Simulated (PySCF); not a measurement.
# Deuteron quadrupole couplings in `CP(C[SiH3])CCC(F)(F)F`

C₅H₁₂F₃PSi.
Z-matrix (Å and degrees, GFN2-xTB geometry), rows numbered from 1:
```
C 
P   1  1.8497
C   2  1.8499  1   98.98
Si  3  1.9055  2  113.04  1   -76.15
C   2  1.8753  1   98.08  3    97.89
C   5  1.5252  2  111.87  1    76.82
C   6  1.5144  5  110.89  2   176.22
F   7  1.3416  6  112.74  5   -60.25
F   7  1.3438  6  112.21  5   179.59
F   7  1.3437  6  112.42  5    59.90
H   1  1.0896  2  111.35  3   -48.03
H   1  1.0886  2  109.44  3  -169.54
H   1  1.0877  2  108.61  3    72.70
H   3  1.0920  2  109.55  1    48.57
H   3  1.0919  2  106.43  1   164.58
H   4  1.4614  3  109.19  2   -52.89
H   4  1.4657  3  110.33  2    68.02
H   4  1.4647  3  107.44  2  -173.29
H   5  1.0942  2  110.03  1   -46.07
H   5  1.0938  2  107.05  1  -163.55
H   6  1.0918  5  110.71  2    56.57
H   6  1.0916  5  111.23  2   -64.50
```

Level: PBE0/pcSseg-1 (PySCF, non-relativistic); Q(2H) = 0.00286 b; rigid geometry, the same for H and D, with no vibrational averaging.

Task: Rank these positions by the coupling χzz of a deuteron there, largest first.
A. H17 (Si–H hydrogen)
B. H19 (methylene hydrogen)
C. H13 (methyl hydrogen)

Result: C (213 kHz), B (201 kHz), A (108 kHz).

Task: What are Vzz, η and χzz (234.96 MHz × Q × Vzz) at all hydrogens?

Result: 
| atom | bonded to | bond length (Å) | Vzz (au) | η | χzz (kHz) |
| --- | --- | --- | --- | --- | --- |
| H11 | C1 | 1.090 | 0.3134 | 0.00 | 211 |
| H12 | C1 | 1.089 | 0.3171 | 0.01 | 213 |
| H13 | C1 | 1.088 | 0.3165 | 0.02 | 213 |
| H14 | C3 | 1.092 | 0.3125 | 0.02 | 210 |
| H15 | C3 | 1.092 | 0.3131 | 0.02 | 210 |
| H16 | Si4 | 1.461 | 0.1638 | 0.01 | 110 |
| H17 | Si4 | 1.466 | 0.1613 | 0.02 | 108 |
| H18 | Si4 | 1.465 | 0.1621 | 0.00 | 109 |
| H19 | C5 | 1.094 | 0.2995 | 0.03 | 201 |
| H20 | C5 | 1.094 | 0.3000 | 0.03 | 202 |
| H21 | C6 | 1.092 | 0.2970 | 0.04 | 200 |
| H22 | C6 | 1.092 | 0.2992 | 0.05 | 201 |

Task: Average by the element that carries the hydrogen.

Result: on C: 207 kHz over 9 positions, mean bond length 1.091 Å; on Si: 109 kHz over 3 positions, mean bond length 1.464 Å.

Task: A static deuteron (I = 1) shows a doublet split by (3/2)χ, (3/4)χ(1 + η) and (3/4)χ(1 − η) with the field along z, y and x of the gradient. What are these for H22?

Result: With |χ| = 201.0 kHz and η = 0.049: 302, 158 and 143 kHz, to first order and without motion.

One conformer (not necessarily the lowest) at the GFN2-xTB geometry, without solvent, vibrations or thermal averaging. GFN2-xTB bond lengths can be off by several hundredths of an ångström, more for odd bonds, and the gradients follow them. With a basis this small, the couplings can be 20 % off.
